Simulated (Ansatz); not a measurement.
Start from `N[SiH](N)S` and change one atom or group to get `CN[SiH](N)S`.

Ansatz, PBE0-D4/def2-TZVP geometries, multiplicity 1. Each molecule was computed in one conformer, which needn't be the lowest.

```
                                        property  `N[SiH](N)S`
           HOMO energy (ωB97M-V/def2-TZVPP) / eV         -9.28
             HOMO energy (B3LYP/def2-TZVPP) / eV         -6.80
size of the dipole moment (B3LYP/def2-TZVPP) / D          1.50
           LUMO energy (ωB97M-V/def2-TZVPP) / eV          2.24
              HOMO energy (PBE0/def2-TZVPP) / eV         -7.06
              LUMO energy (PBE0/def2-TZVPP) / eV          0.64
```

Question: What does the change do to each property? (Best estimate.)

Answer: Computed: 
| property | `CN[SiH](N)S` | shift |
| --- | --- | --- |
| HOMO energy (ωB97M-V/def2-TZVPP) / eV | -9.00 | 0.28 |
| HOMO energy (B3LYP/def2-TZVPP) / eV | -6.51 | 0.29 |
| size of the dipole moment (B3LYP/def2-TZVPP) / D | 1.65 | 0.15 |
| LUMO energy (ωB97M-V/def2-TZVPP) / eV | 2.29 | 0.05 |
| HOMO energy (PBE0/def2-TZVPP) / eV | -6.74 | 0.32 |
| LUMO energy (PBE0/def2-TZVPP) / eV | 0.66 | 0.02 |

Dipoles are sizes alone; their direction can turn.

B3LYP here is the variant with VWN-RPA as its local correlation; programs differ in this.
